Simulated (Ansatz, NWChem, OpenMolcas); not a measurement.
## A ladder of methods for SiCl4 (SMILES Cl[Si](Cl)(Cl)Cl)

SiCl4: 5 atoms, total charge 0, spin state singlet. SMILES: `Cl[Si](Cl)(Cl)Cl`. The shape is that of a PBE0-D4/def2-TZVP optimisation.

Quantity: the HOMO–LUMO gap, in eV. The values are calculated.

```
          level                    kind     program  value (eV)  CPU time
  SVWN5/cc-pVDZ                     LDA      Ansatz        6.40     3.2 s
  M06-L/cc-pVDZ                meta-GGA      NWChem        7.26      58 s
  B3LYP/cc-pVDZ           global hybrid  OpenMolcas        8.41      24 s
  BHLYP/cc-pVDZ           global hybrid      Ansatz           ?     7.1 s
   PBE0/cc-pVDZ           global hybrid      Ansatz        8.98     6.5 s
r2SCAN0/cc-pVDZ         hybrid meta-GGA      Ansatz           ?      12 s
wB97M-V/cc-pVDZ  range-separated hybrid      Ansatz       13.33      35 s
  wB97X/cc-pVDZ  range-separated hybrid      NWChem       13.66   2.8 min
```

Question: Estimate the missing values from the other rows.

Answer: As computed at these levels: BHLYP/cc-pVDZ: 11.39 eV; r2SCAN0/cc-pVDZ: 9.45 eV. The values span 6.40 to 13.66 eV. Orbital gaps aren't excitation energies; they tend to grow with the share of exact exchange. CPU times are rough (shared hosts, several kinds of processor): they show what a rung costs within a factor of a few.
